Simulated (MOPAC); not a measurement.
Input file for MOPAC: AM1 on GaH3Se (SMILES [GaH2][SeH]), a point of a bond scan (R = 1.619 Å).

```
AM1 1SCF PRECISE CHARGE=0 THREADS=1
GaH3Se

Ga     0.27485932 1     0.01121965 1    -1.15295017 1
H     -0.80375620 1    -0.57601799 1    -2.11691732 1
H      1.66169621 1     0.60371444 1    -1.55587958 1
Se    -0.30399105 1    -0.02839877 1     1.11359069 1
H      1.08322770 1     0.65189786 1     1.59602645 1
```

The log:

```
*******************************************************************************
 **                                                                           **
 **                              MOPAC v23.2.5                                **
 **                                                                           **
 *******************************************************************************
 ** MOPAC's Digital Object Identifier: https://doi.org/10.5281/zenodo.6511958 **
 **                                                                           **
 ** Please cite the open-source release paper for use of this MOPAC version:  **
 ** J. E. Moussa and J. J. P. Stewart (2026)                                  **
 ** MOPAC: An open-source semiempirical molecular orbital program             **
 ** J. Open Source Softw., 11(119), 8025, https://doi.org/10.21105/joss.08025 **
 *******************************************************************************

                              AM1 CALCULATION RESULTS

 *******************************************************************************
 *  AM1        - The AM1 Hamiltonian to be used
 *
 *
 *
 *                 CHARGE ON SYSTEM = 0
 *
 *
 *
 *  PRECISE    - TIGHTER CRITERIA TO BE USED
 *  1SCF       - DO 1 SCF AND THEN STOP
 *  THREADS=1  - MULTI-THREADING NOT USED
 *  T=         - A TIME OF 172800.0 SECONDS REQUESTED
 *  DUMP=N     - RESTART FILE WRITTEN EVERY 7200.0 SECONDS REQUESTED
 *******************************************************************************
AM1 1SCF PRECISE CHARGE=0 THREADS=1
 GaH3Se

   ATOM   CHEMICAL          X               Y               Z
  NUMBER   SYMBOL      (ANGSTROMS)     (ANGSTROMS)     (ANGSTROMS)

     1      Ga          0.27485932  *   0.01121965  *  -1.15295017  *
     2       H         -0.80375620  *  -0.57601799  *  -2.11691732  *
     3       H          1.66169621  *   0.60371444  *  -1.55587958  *
     4      Se         -0.30399105  *  -0.02839877  *   1.11359069  *
     5       H          1.08322770  *   0.65189786  *   1.59602645  *



          CARTESIAN COORDINATES

    NO.       ATOM           X           Y           Z

     1        Ga          0.2749      0.0112     -1.1530
     2         H         -0.8038     -0.5760     -2.1169
     3         H          1.6617      0.6037     -1.5559
     4        Se         -0.3040     -0.0284      1.1136
     5         H          1.0832      0.6519      1.5960

  H: (AM1): M.J.S. DEWAR ET AL, J. AM. CHEM. SOC. 107 3902-3909 (1985)
 Ga: (AM1): J. J. P. STEWART, J. MOL. MOD., 10, 155-164 (2004)
 Se: (AM1): J. J. P. STEWART, J. MOL. MOD., 10, 155-164 (2004)

           Empirical Formula: H3 Ga Se  =     5 atoms



      MOLECULAR POINT GROUP   :   Cs


      RHF CALCULATION, NO. OF DOUBLY OCCUPIED LEVELS = 6


 -------------------------------------------------------------------------------
 AM1 1SCF PRECISE CHARGE=0 THREADS=1
 GaH3Se



     1SCF WAS SPECIFIED, SO BFGS WAS NOT USED
     SCF FIELD WAS ACHIEVED


                              AM1 CALCULATION
                                                       MOPAC v23.2.5 Linux




          FINAL HEAT OF FORMATION =         40.30804 KCAL/MOL =     168.64883 KJ/MOL


          COSMO AREA              =        100.04 SQUARE ANGSTROMS
          COSMO VOLUME            =         84.55 CUBIC ANGSTROMS

          IONIZATION POTENTIAL    =          9.180854 EV
          HOMO LUMO ENERGIES (EV) =         -9.181 -2.148
          NO. OF FILLED LEVELS    =          6
          MOLECULAR WEIGHT        =        151.7187         POINT GROUP:  Cs

          MOLECULAR DIMENSIONS (Angstroms)

            Atom       Atom       Distance
            H     5    H     2     4.34217
           Se     4    H     3     3.13495
            H     5   Se     4     0.00000


          SCF CALCULATIONS        =          1





   ATOM   CHEMICAL          X               Y               Z
  NUMBER   SYMBOL      (ANGSTROMS)     (ANGSTROMS)     (ANGSTROMS)

     1      Ga          0.27485932  *   0.01121965  *  -1.15295017  *
     2       H         -0.80375620  *  -0.57601799  *  -2.11691732  *
     3       H          1.66169621  *   0.60371444  *  -1.55587958  *
     4      Se         -0.30399105  *  -0.02839877  *   1.11359069  *
     5       H          1.08322770  *   0.65189786  *   1.59602645  *

                             CARTESIAN COORDINATES

   1   Ga        0.274859320     0.011219650    -1.152950170
   2    H       -0.803756200    -0.576017990    -2.116917320
   3    H        1.661696210     0.603714440    -1.555879580
   4   Se       -0.303991050    -0.028398770     1.113590690
   5    H        1.083227700     0.651897860     1.596026450


           Empirical Formula: H3 Ga Se  =     5 atoms



      MOLECULAR POINT GROUP   :   Cs


                  EIGENVALUES
 -20.05417 -14.08298 -12.29031 -11.61017  -9.33725  -9.18085  -2.14781  -1.40319
  -0.06860   0.88437   1.85512


              NET ATOMIC CHARGES AND DIPOLE CONTRIBUTIONS

  ATOM NO.   TYPE          CHARGE      No. of ELECS.   s-Pop       p-Pop
    1         Ga           0.051538        2.9485     0.18613     2.76233
    2          H          -0.020034        1.0200     1.02003
    3          H          -0.031862        1.0319     1.03186
    4         Se          -0.045243        6.0452     1.97526     4.06998
    5          H           0.045601        0.9544     0.95440
 DIPOLE           X         Y         Z       TOTAL
 POINT-CHG.     0.194     0.115     0.264     0.347
 HYBRID         0.583     0.264    -0.017     0.641
 SUM            0.778     0.379     0.247     0.900


          ATOMIC ORBITAL ELECTRON POPULATIONS

     Atom    s        px        py        pz
    1 Ga   0.18613   1.01951   0.59742   1.14540
    2  H   1.02003
    3  H   1.03186
    4 Se   1.97526   1.14966   1.43523   1.48510
    5  H   0.95440

 **********************
 *                    *
 * JOB ENDED NORMALLY *
 *                    *
 **********************




 == MOPAC DONE ==
```

The run finished.

Cost: around 0.020 core-seconds (rough).
